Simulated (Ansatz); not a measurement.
Tl₂F⁺ was relaxed with PBE-D4 (def2-TZVP) in Ansatz in these states: charge +1 quintet, charge +1 singlet, charge +1 triplet. The geometries follow in no particular order.

In the def2 sets Tl takes a core potential; there is no spin–orbit coupling.

A:

Cartesian coordinates in Å:
```
Tl -1.347 0.665 0.634
Tl 1.423 0.483 -0.632
F -0.077 -1.148 -0.002
```

B:

```xyz
3

Tl   -1.303   -0.156   -1.906
Tl    1.304    0.156    1.906
F    -0.001    0.000    0.000
```

C:

```xyz
3

Tl    2.175    0.691   -0.091
Tl   -2.176   -0.691    0.091
F     0.000    0.000    0.000
```

Q: Judge from the bond lengths which geometry belongs to which state (an estimate).

A: A is the charge +1 quintet (Tl1–F3 2.303 Å, Tl2–F3 2.303 Å); B is the charge +1 singlet (Tl1–F3 2.314 Å, Tl2–F3 2.314 Å); C is the charge +1 triplet (Tl1–F3 2.284 Å, Tl2–F3 2.284 Å).

At PBE-D4/def2-TZVP the gap within one spin of the charge 1 triplet nearly closes, so an electron or hole may be smeared out by delocalisation error. At PBE0-D4/def2-TZVP a singlet lies 10.60 eV below the charge +1 quintet. At PBE0-D4/def2-TZVP a singlet lies 5.52 eV below the charge +1 triplet. These are the stationary points nearest to one start from a short search; other shapes may lie lower in each state.
